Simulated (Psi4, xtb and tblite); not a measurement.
Two geometries of SMILES [O](CC)[Ge]([O]CC)([O]CC)[O]CC, relaxed at GFN2-xTB with one dihedral held; other torsions can differ between them too.

Structure A

```
33

C     -3.3280     0.8594     6.8811
C     -3.4708     2.1955     6.1703
O     -3.1481     2.0984     4.7904
Ge    -1.5551     2.1101     4.0676
O     -0.5020     1.1605     5.0974
C      0.9173     1.1607     5.0534
C      1.4582     0.4564     3.8199
O     -0.7625     3.6637     3.9449
C     -1.0671     4.6965     3.0193
C     -2.4064     5.3572     3.3026
O     -1.7991     1.5568     2.4252
C     -2.6813     0.5235     2.0146
C     -2.2058    -0.8524     2.4515
H     -3.9702     0.1176     6.4132
H     -2.2961     0.5245     6.8091
H     -3.6041     0.9640     7.9272
H     -4.5123     2.5355     6.1965
H     -2.8428     2.9461     6.6601
H      1.2920     2.1876     5.0900
H      1.2272     0.6357     5.9637
H      1.0943    -0.5676     3.7839
H      1.1174     0.9806     2.9289
H      2.5450     0.4510     3.8410
H     -1.0574     4.2985     2.0002
H     -0.2511     5.4198     3.1269
H     -2.4235     5.7492     4.3166
H     -2.5761     6.1694     2.6003
H     -3.2010     4.6204     3.2005
H     -2.7079     0.5932     0.9215
H     -3.6847     0.7118     2.4076
H     -2.8935    -1.6149     2.0947
H     -1.2132    -1.0491     2.0538
H     -2.1601    -0.8871     3.5386
```

Structure B

```
33

C      4.4471     1.9825     0.6907
C      3.5908     2.6773    -0.3557
O      2.9650     3.8428     0.1609
Ge     1.5244     3.9205     1.1535
O      1.7358     4.6528     2.7177
C      1.9411     6.0353     2.9729
C      3.3030     6.5143     2.4999
O      0.3937     4.9927     0.3298
C      0.1561     5.0456    -1.0656
C     -0.6400     3.8499    -1.5653
O      0.9959     2.2736     1.4190
C      0.0652     1.8439     2.4021
C     -1.3552     2.2878     2.0934
H      3.8119     1.6483     1.5077
H      5.1878     2.6737     1.0842
H      4.9510     1.1257     0.2507
H      2.8434     1.9790    -0.7437
H      4.2108     3.0326    -1.1864
H      1.8514     6.1361     4.0600
H      1.1519     6.6227     2.4943
H      3.3781     6.3712     1.4234
H      4.0891     5.9381     2.9812
H      3.4312     7.5677     2.7359
H     -0.4056     5.9728    -1.2249
H      1.1058     5.1116    -1.6073
H     -0.0786     2.9364    -1.3756
H     -0.8231     3.9440    -2.6327
H     -1.5907     3.7893    -1.0416
H      0.1370     0.7505     2.3967
H      0.3649     2.2152     3.3863
H     -2.0346     1.9138     2.8551
H     -1.6633     1.9106     1.1212
H     -1.3956     3.3753     2.0766
```

Task: Which is lower in energy at the level PBE0-D3(BJ)/def2-SVP // GFN2-xTB run with Psi4, and by how much?

Result: A is lower, by 0.65 kcal/mol (dihedral O5–Ge4–O3–C2: 40° in A, 120° in B).

E(B) − E(A) in kcal/mol at the other levels, on the same two geometries: GFN2-xTB (xtb and tblite) 0.56; PBE0/def2-SVP // GFN2-xTB (Psi4) 0.67; PBE/def2-SVP // GFN2-xTB (Psi4) 0.66; PBE-D3(BJ)/def2-SVP // GFN2-xTB (Psi4) 0.65.
